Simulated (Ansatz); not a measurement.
Geometry optimisation, UHF/def2-SVP (Ansatz 0.2.0).

Input:

```yaml
crystal:
  periodic: [false, false, false]
  atoms:
    - { symbol: B, position_ang: [0.0, 0.0, 0.0] }
    - { symbol: H, position_ang: [0.0, 0.0, 1.44] }
    - { symbol: O, position_ang: [1.2211, 0.0, -0.705] }
    - { symbol: H, position_ang: [1.5209, -0.9519, -0.8599] }
    - { symbol: F, position_ang: [-1.1431, 0.0, -0.66] }
    - { symbol: O, position_ang: [0.0, 0.0, 2.75] }
    - { symbol: H, position_ang: [-0.5144, -0.8011, 3.0871] }
magnetization:
  spin_polarized: true
  initial_magnetization: 1
basis:
  gaussian: { orbitals: def2-SVP }
hamiltonian:
  xc: hf
relax:
  f_tol: 0.15
  max_steps: 25
  restrain:
    - { distance: [1, 5], at: 2.21, k: 30.0 }
    - { distance: [0, 1], at: 1.19, k: 30.0 }
output:
  orbitals: {}
```

Command:

```bash
$ ansatz run input.yaml --threads 1 --pin off --max-ram 2048MiB --backend cpu --events-out ev --progress --plain --runs-dir out
```

**Question.** Where does it end, and by what steps?

**Answer.** The forces met the threshold. The restraints hold the end off the free minimum. After 23 steps the energy has fallen by 1.986 eV (the restraints' own energy left out); H2 moved furthest, 0.70 Å.

| step | energy less start (eV) | largest force component (eV/Å) | accepted |
| --- | --- | --- | --- |
| 0 | 0.0000 | 3.005 | yes |
| 1 | -1.0635 | 2.134 | yes |
| 2 | -1.3146 | 2.218 | yes |
| 3 | -1.4790 | 0.841 | yes |
| 4 | -1.5160 | 0.498 | yes |
| 5 | -1.5878 | 0.849 | yes |
| 6 | -1.7538 | 1.537 | yes |
| 7 | -1.7655 | 2.504 | no |
| 8 | -1.8475 | 1.013 | yes |
| 9 | -1.9444 | 0.539 | yes |
| 10 | -1.9773 | 0.293 | yes |
| 11 | -1.9801 | 0.222 | yes |
| 12 | -1.9802 | 0.277 | yes |
| 13 | -1.9803 | 0.298 | yes |
| 14 | -1.9804 | 0.317 | yes |
| 15 | -1.9805 | 0.331 | yes |
| 16 | -1.9805 | 0.346 | yes |
| 17 | -1.9805 | 0.359 | yes |
| 18 | -1.9806 | 0.371 | yes |
| 19 | -1.9808 | 0.370 | yes |
| 20 | -1.9811 | 0.368 | yes |
| 21 | -1.9813 | 0.365 | yes |
| 22 | -1.9514 | 1.870 | no |
| 23 | -1.9862 | 0.233 | yes |

```xyz
7
Properties=species:S:1:pos:R:3
B 0.018 -0.185 -0.111
H 0.221 -0.518 1.016
O 0.949 -0.221 -1.067
H 1.795 -0.527 -0.781
F -1.185 0.237 -0.440
O 0.106 -0.148 3.200
H -0.819 -0.392 3.235
```

The run took 35 s on 1 thread of Arm Neoverse V2, on a shared host, peak memory 0.14 GiB.
